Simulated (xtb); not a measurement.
Job for xtb: GFN2-xTB on C3H9B (SMILES CB(C)C), a point of a torsion scan.

```
$ xtb mol.xyz --gfn 2 --opt vtight --chrg 0 --uhf 0 --input xcontrol
13

C     -0.29310039     1.47461544     0.22867762
B     -0.05128236    -0.10378048     0.33997941
C      0.57210757    -0.52972988     1.73489276
C      0.23477686    -0.88174479    -1.00059481
H      0.30302687     1.87205764    -0.62999568
H      0.07277221     1.88839417     1.19749056
H     -1.35524992     1.71026285     0.03664997
H      1.39915611     0.16861373     2.03217943
H      0.93635638    -1.56483214     1.71236902
H     -0.21189799    -0.35793701     2.52243162
H      1.27811418    -0.72786982    -1.37004590
H     -0.04813103    -1.94231756    -0.96194249
H     -0.41396599    -0.42720964    -1.78012630
$constrain
  force constant=1.0
  dihedral: 5,1,2,3,120.0
$end
```

The log:

```
[...]
           -------------------------------------------------
          |                Calculation Setup                |
           -------------------------------------------------



           -------------------------------------------------
          |                 G F N 2 - x T B                 |
           -------------------------------------------------

        Reference                      10.1021/acs.jctc.8b01176
      * Hamiltonian:
        H0-scaling (s, p, d)           1.850000    2.230000    2.230000
        zeta-weighting                 0.500000
      * Dispersion:
        s8                             2.700000
        a1                             0.520000
        a2                             5.000000
        s9                             5.000000
      * Repulsion:
        kExp                           1.500000    1.000000
        rExp                           1.000000
      * Coulomb:
        alpha                          2.000000
        third order                    shell-resolved
        anisotropic                    true
        a3                             3.000000
        a5                             4.000000
        cn-shift                       1.200000
        cn-exp                         4.000000
        max-rad                        5.000000


          ...................................................
          :                      SETUP                      :
          :.................................................:
          :  # basis functions                  25          :
          :  # atomic orbitals                  25          :
          :  # shells                           17          :
          :  # electrons                        24          :
          :  max. iterations                   250          :
          :  Hamiltonian                  GFN2-xTB          :
          :  restarted?                      false          :
          :  GBSA solvation                  false          :
          :  PC potential                    false          :
          :  electronic temp.          300.0000000     K    :
          :  accuracy                    1.0000000          :
          :  -> integral cutoff          0.2500000E+02      :
          :  -> integral neglect         0.1000000E-07      :
          :  -> SCF convergence          0.1000000E-05 Eh   :
          :  -> wf. convergence          0.1000000E-03 e    :
          :  Broyden damping             0.4000000          :
          :  net charge                          0          :
          :  unpaired electrons                  0          :
          ...................................................

 iter      E             dE          RMSdq      gap      omega  full diag
   1    -12.1006228 -0.121006E+02  0.558E+00    6.45       0.0  T
   2    -12.3002027 -0.199580E+00  0.465E+00    3.23       1.0  T
   3    -12.3603046 -0.601019E-01  0.256E+00    4.56       1.0  T
   4    -12.3527634  0.754120E-02  0.992E-01    3.90       1.0  T
   5    -12.3714779 -0.187145E-01  0.248E-01    4.44       1.0  T
   6    -12.3719584 -0.480513E-03  0.565E-02    4.38       1.0  T
   7    -12.3719604 -0.201824E-05  0.968E-03    4.37       2.9  T
   8    -12.3719604  0.214117E-07  0.639E-03    4.37       4.3  T
   9    -12.3719605 -0.846455E-07  0.857E-04    4.37      32.4  T
  10    -12.3719605 -0.867022E-10  0.384E-04    4.37      72.2  T

   *** convergence criteria satisfied after 10 iterations ***

         #    Occupation            Energy/Eh            Energy/eV
      -------------------------------------------------------------
         1        2.0000           -0.5693791             -15.4936
       ...           ...                  ...                  ...
         6        2.0000           -0.4656761             -12.6717
         7        2.0000           -0.4607690             -12.5382
         8        2.0000           -0.4494060             -12.2290
         9        2.0000           -0.4438188             -12.0769
        10        2.0000           -0.4358991             -11.8614
        11        2.0000           -0.3971699             -10.8075
        12        2.0000           -0.3888441             -10.5810 (HOMO)
        13                         -0.2280879              -6.2066 (LUMO)
        14                          0.1123114               3.0561
        15                          0.1340327               3.6472
        16                          0.1546853               4.2092
        17                          0.1576312               4.2894
       ...                                ...                  ...
        25                          0.3681649              10.0183
      -------------------------------------------------------------
                  HL-Gap            0.1607562 Eh            4.3744 eV
             Fermi-level           -0.3084660 Eh           -8.3938 eV

 SCC (total)                   0 d,  0 h,  0 min,  0.005 sec
 SCC setup         
[...]
.........................................::
         :: SCC energy               -12.417185641085 Eh    ::
         :: -> isotropic ES            0.025020961460 Eh    ::
         :: -> anisotropic ES          0.005412947196 Eh    ::
         :: -> anisotropic XC          0.006391668453 Eh    ::
         :: -> dispersion             -0.005276228645 Eh    ::
         :: repulsion energy           0.189949622968 Eh    ::
         :: add. restraining           0.000000000165 Eh    ::
         :: total charge               0.000000000000 e     ::
         :::::::::::::::::::::::::::::::::::::::::::::::::::::

           -------------------------------------------------
          |                Property Printout                |
           -------------------------------------------------

    * Orbital Energies and Occupations

         #    Occupation            Energy/Eh            Energy/eV
      -------------------------------------------------------------
         1        2.0000           -0.5705950             -15.5267
         2        2.0000           -0.5620308             -15.2936
         3        2.0000           -0.5620003             -15.2928
         4        2.0000           -0.4708892             -12.8135
         5        2.0000           -0.4657715             -12.6743
         6        2.0000           -0.4641073             -12.6290
         7        2.0000           -0.4640029             -12.6262
         8        2.0000           -0.4472447             -12.1701
         9        2.0000           -0.4471353             -12.1672
        10        2.0000           -0.4390461             -11.9471
        11        2.0000           -0.3974670             -10.8156
        12        2.0000           -0.3974192             -10.8143 (HOMO)
        13                         -0.2156118              -5.8671 (LUMO)
        14                          0.1423992               3.8749
        15                          0.1667588               4.5377
        16                          0.1669205               4.5421
        17                          0.2157241               5.8702
        18                          0.2158747               5.8742
        19                          0.2185450               5.9469
        20                          0.2188981               5.9565
        21                          0.2412573               6.5649
        22                          0.2570299               6.9941
        23                          0.2724588               7.4140
       ...                                ...                  ...
        25                          0.3793410              10.3224
      -------------------------------------------------------------
                  HL-Gap            0.1818075 Eh            4.9472 eV
             Fermi-level           -0.3065155 Eh           -8.3407 eV

     #   Z          covCN         q      C6AA      α(0)
     1   6 C        3.673    -0.193    24.568     7.103
     2   5 B        2.698     0.257    17.643     7.049
     3   6 C        3.673    -0.193    24.567     7.103
     4   6 C        3.673    -0.193    24.568     7.103
     5   1 H        0.925     0.042     2.426     2.436
     6   1 H        0.925     0.026     2.647     2.544
     7   1 H        0.925     0.040     2.449     2.447
     8   1 H        0.925     0.038     2.473     2.459
     9   1 H        0.925     0.026     2.643     2.542
    10   1 H        0.924     0.043     2.406     2.426
    11   1 H        0.925     0.043     2.415     2.430
    12   1 H        0.925     0.039     2.464     2.455
    13   1 H        0.925     0.026     2.645     2.543

 Mol. C6AA /au·bohr⁶  :       1105.883337
 Mol. C8AA /au·bohr⁸  :      24238.433383
 Mol. α(0) /au        :         50.642522


Wiberg/Mayer (AO) data.
largest (>0.10) Wiberg bond orders for each atom

 ---------------------------------------------------------------------------
     #   Z sym  total        # sym  WBO       # sym  WBO       # sym  WBO
 ---------------------------------------------------------------------------
     1   6 C    3.973 --     2 B    1.036     6 H    0.988     7 H    0.963
                             5 H    0.960
     2   5 B    3.282 --     3 C    1.036     1 C    1.036     4 C    1.036
     3   6 C    3.973 --     2 B    1.036     9 H    0.987     8 H    0.966
                            10 H    0.956
     4   6 C    3.973 --     2 B    1.036    13 H    0.988    12 H    0.965
                            11 H    0.957
     5   1 H    0.998 --     1 C    0.960
     6   1 H    0.999 --     1 C    0.988
     7   1 H    0.998 --     1 C    0.963
     8   1 H    0.999 --     3 C    0.966
     9   1 H    0.999 --     3 C    0.987
    10   1 H    0.998 --     3 C    0.956
    11   1 H    0.998 --     4 C    0.957
    12   1 H    0.998 --     4 C    0.965
    13   1 H    0.999 --     4 C    0.988
 ---------------------------------------------------------------------------

Topologies differ in total number of bonds
Writing topology from bond orders to xtbtopo.mol

molecular dipole:
                 x           y           z       tot (Debye)
 q only:        0.001      -0.000      -0.001
   full:        0.002      -0.001      -0.003       0.009
molecular quadrupole (traceless):
                xx          xy          yy          xz          yz          zz
 q only:        0.538       0.294      -0.264      -0.309      -0.114      -0.274
  q+dip:       -0.362      -0.142       0.144      -0.053      -0.045       0.218
   full:        0.673       0.377      -0.336      -0.429      -0.160      -0.337

           -------------------------------------------------
          |                Geometry Summary                 |
           -------------------------------------------------

      molecular mass/u    :       55.9147025
   center of mass at/Å    :        0.1859809       0.0445743       0.3129034
  moments of inertia/u·Å² :        0.6954325E+02   0.6962187E+02   0.1300578E+03
rotational constants/cm⁻¹ :        0.2424050E+00   0.2421313E+00   0.1296165E+00
Note: The following floating-point exceptions are signalling: IEEE_UNDERFLOW_FLAG IEEE_DENORMAL
normal termination of xtb

 * 12 selected distances

     #   Z          #   Z                                           value/Å
     1   6 C        2   5 B                                       1.5777219
     2   5 B        3   6 C                                       1.5776061
     2   5 B        4   6 C                                       1.5777460 (max)
     1   6 C        5   1 H                                       1.0898204
     1   6 C        6   1 H                                       1.0873309
     1   6 C        7   1 H                                       1.0894795
     3   6 C        8   1 H                                       1.0890826
     3   6 C        9   1 H                                       1.0873566
     3   6 C       10   1 H                                       1.0902360
     4   6 C       11   1 H                                       1.0901257
     4   6 C       12   1 H                                       1.0891872
     4   6 C       13   1 H                                       1.0873309 (min)

 * 2 distinct bonds (by element types)

   Z      Z             #   av. dist./Å        max./Å        min./Å
   1 H    6 C           9     1.0888833     1.0902360     1.0873309
   5 B    6 C           3     1.5776913     1.5777460     1.5776061


optimized geometry written to: xtbopt.xyz


           -------------------------------------------------
          | TOTAL ENERGY              -12.227236017952 Eh   |
          | GRADIENT NORM               0.000022699364 Eh/α |
          | HOMO-LUMO GAP               4.947232807827 eV   |
           -------------------------------------------------

------------------------------------------------------------------------
------------------------------------------------------------------------
 total:
 SCF:
 ANC optimizer:
```

The run finished.

Warnings raised: the energy holds the restraint's term.

Cost: about 0.24 core-seconds (a rough figure).
